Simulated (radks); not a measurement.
The numbers below are computed, except where a source is named.
Coherent X-ray form factor from a spherical all-electron density. Code: a radial shooting solver on a logarithmic mesh with Libxc functionals. Model: Dirac Kohn-Sham, Slater X-alpha with alpha = 0.667, spin-unpolarised, spherical densities, point nucleus.

sin(theta)/lambda (1/angstrom)  f0 (electrons)
0.05                                    56.907
0.1                                     54.245
0.15                                    50.966
0.2                                     47.561
0.25                                    44.257
0.3                                     41.198
0.4                                     36.005
0.5                                     31.838
0.6                                     28.351
0.8                                     22.888
1                                       19.200
1.25                                    16.242
1.5                                     14.023
2                                       10.160

The species is in the configuration that NIST lists as its ground one. Which atom or ion scatters so?

Answer. The praseodymium ion Pr+, [Xe] 4f3 6s1. Extrapolating in s^2 from the first two rows gives f0(0) = 57.8, near the electron count 58; among species with that count, the fall with angle is slower the higher Z, and the table is that of Z = 59; from so few rows the species is fixed only to a neighbour or two.
